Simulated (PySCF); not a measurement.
**TDDFT excited states: C8H18GeN2**

Compound: GeH2(pyrrolidide)2, C8H18GeN2.
SMILES: `[H][Ge]([H])([N]1CCCC1)[N]1CCCC1`

Theory: TDDFT CAM-B3LYP/def2-SVPD, vertical, gas phase, core orbitals frozen in the response (PySCF). One conformer (not necessarily the lowest) at the PBE0-D3(BJ)/def2-SVP geometry, without solvent, vibrations or thermal averaging. The CAM-B3LYP/def2-SVPD calculation is non-relativistic and has no spin–orbit coupling, an omission that weighs most on germanium.

Problem. Predict the UV-vis stick spectrum at this level.

Solution. 

| state | E (eV) | λ (nm) | f | main configurations (H = HOMO, L = LUMO) |
| --- | --- | --- | --- | --- |
| S1 | 5.38 | 230.5 | 0.021 | H→L (84%) |
| S2 | 5.90 | 210.0 | 0.0002 | H→L+2 (53%), H-1→L (30%) |
| S3 | 6.06 | 204.7 | 0.0053 | H→L+1 (80%) |
| S4 | 6.34 | 195.7 | 0.085 | H-1→L (47%), H-1→L+1 (18%), H→L+2 (13%) |
| S5 | 6.57 | 188.7 | 0.0005 | H→L+4 (65%), H→L+8 (17%), H→L+3 (9%) |
| S6 | 6.58 | 188.6 | 0.0069 | H→L+3 (50%), H-1→L+2 (22%), H→L+4 (9%) |
| S7 | 6.75 | 183.7 | 0.011 | H→L+7 (70%), H-1→L+2 (13%) |
| S8 | 6.83 | 181.6 | 0.0001 | H→L+8 (53%), H→L+9 (21%), H→L+4 (14%) |
| S9 | 6.85 | 181.0 | 0.0017 | H-1→L+1 (68%), H-1→L (12%) |
| S10 | 6.95 | 178.4 | 0.044 | H→L+5 (45%), H→L+2 (16%), H→L+6 (14%) |
| S11 | 6.96 | 178.1 | 0.0065 | H→L+6 (47%), H-1→L+4 (30%), H→L+5 (15%) |
| S12 | 7.13 | 173.8 | 0.066 | H→L+3 (22%), H-1→L+5 (20%), H→L+7 (16%) |
| S13 | 7.44 | 166.6 | 0.0054 | H-1→L+7 (74%), H-1→L+3 (9%) |
| S14 | 7.49 | 165.6 | 0.0015 | H-1→L+8 (60%), H-1→L+4 (16%) |
| S15 | 7.51 | 165.0 | 0.090 | H→L+11 (68%), H-1→L+2 (10%) |

Triplets, Tamm–Dancoff:

```tsv
state	E (eV)	λ (nm)	main configurations (H = HOMO, L = LUMO)
T1	5.24	236.7	H→L (69%), H→L+1 (17%)
T2	5.71	217.2	H→L+2 (55%), H-1→L (21%)
T3	5.79	214.0	H→L+1 (54%), H→L (20%)
T4	6.08	204.0	H-1→L (46%), H-1→L+1 (21%)
```

The lowest singlet comes at 230 nm (519 kJ/mol) in the ultraviolet; it is weak; its leading configuration is HOMO→LUMO (84%). The most intense listed level is S15 at 7.51 eV (165 nm, f = 0.090), 2.13 eV above S1. It is the last of those listed, so stronger ones may follow. S5/S6 lie within about 0.01 eV of each other. Löwdin shares by element: HOMO nitrogen 62%, carbon 9% or more (atoms not listed hold the other 29%); LUMO germanium 19%, carbon 15% or more (atoms not listed hold the other 66%). Weighted by f, the mean energy of these states is 6.86 eV. The listed states span 2.13 eV, and the widest gap between neighbours is 0.53 eV (S1 to S2). The oscillator strengths of these states sum to 0.346; summed over the whole spectrum of an exact calculation they would give the number of electrons, 112 (Thomas–Reiche–Kuhn). The window holds the lowest 15 singlets.

Hardware: Intel Xeon 6975P-C, 2 threads, on a shared host. Cost: 2.2 min wall, 4.8 min CPU (with the writing of density and orbital grids), 3.6 GiB resident at most.

Without π bonds the low states are Rydberg-like; a valence basis with one diffuse set may place them up to an eV too high.
